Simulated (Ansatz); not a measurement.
Question: Name a neutral molecule of C, Cl, Se, Si and H with HOMO energy (ωB97M-V/def2-TZVPP) between -9.60 and -9.30 eV and size of the dipole moment (B3LYP/def2-TZVPP) between 1.10 and 1.40 D (Ansatz, PBE0-D4/def2-TZVP geometry).

Answer: `ClC[SiH2][SeH]` (-9.40 eV, 1.16 D). Other molecules can fit too; these were computed, each in one conformer that needn't be the lowest.

B3LYP here is the variant with VWN-RPA as its local correlation; programs differ in this.
